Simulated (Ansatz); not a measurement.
System: sum formula TaOF2, charge 0, multiplicity 2. The spin state was set by rule; other spins were not relaxed. 
Coordinates optimised at B3LYP-D3(BJ)/def2-TZVP (Ansatz, an electronic-structure program):
```
Ta
O 1 1.7200
F 1 1.8920 2 113.87
F 1 1.8920 2 113.87 3 180.00
```
Charge 0, spin multiplicity 2.

Total electronic energies in hartree. Cores are frozen in the correlated levels unless marked. UHF or UKS for open shells. No spin-orbit coupling. The frozen core is the preceding noble-gas configuration, with the filled d and f shells of earlier blocks. Past Kr the def2 sets carry scalar-relativistic core potentials. Basis-set limits of correlation are two-point, X^-3; Hartree-Fock from the larger set. [CCSD(T)-MP2]/basis is that difference in the basis named.

```
level                                                              program  energy (Eh)
----------------------------------------------------------  --------------  -----------
RI-HF/def2-QZVPPD                                                   Ansatz   -330.45446
BLYP-D4/def2-TZVPD                                          Ansatz + dftd4            ?
revPBE/def2-TZVPD                                                   Ansatz   -332.21388
B3LYP-D3(BJ)/def2-TZVPD                                     Ansatz + dftd3   -332.25797
B3LYP-D4/def2-TZVPD                                         Ansatz + dftd4   -332.25852
PBE0/def2-TZVP                                                      Ansatz   -331.94536
BHLYP-D3(BJ)/def2-TZVPD                                     Ansatz + dftd3   -331.99833
BHLYP-D4/def2-TZVPD                                         Ansatz + dftd4   -331.99869
r2SCAN0/def2-TZVPD                                                  Ansatz   -332.04928
HSE06/def2-TZVPD                                                    Ansatz            ?
CAM-B3LYP-D3(BJ)/def2-TZVPD                                 Ansatz + dftd3   -332.12247
CAM-B3LYP-D4/def2-TZVPD                                     Ansatz + dftd4   -332.12296
LC-wPBE-D3(BJ)/def2-TZVPD                                   Ansatz + dftd3            ?
RPA@PBE/def2-QZVPP                                                  Ansatz   -331.83831
MP2/def2-SVPD                                                       Ansatz   -330.82399
RI-MP2/def2-QZVPPD                                                  Ansatz   -331.43119
SCS-MP2/def2-SVP                                                    Ansatz   -330.73379
SCS-MP2/def2-TZVPP                                                  Ansatz   -331.30487
CCSD/def2-SVP                                                       Ansatz   -330.75443
CCSD/def2-SVPD                                                      Ansatz   -330.80551
CCSD/def2-TZVPP                                                     Ansatz   -331.31766
CCSD(T)/def2-SVP                                                    Ansatz   -330.77760
RI-MP2/CBS(def2-TZVPP,def2-QZVPP)+[CCSD(T)-MP2]/def2-TZVPP          Ansatz    -331.4980
```

Fill in the missing entries.


- BLYP-D4/def2-TZVPD, energy (Eh): -332.22205
- HSE06/def2-TZVPD, energy (Eh): -331.93649
- LC-wPBE-D3(BJ)/def2-TZVPD, energy (Eh): -332.09405
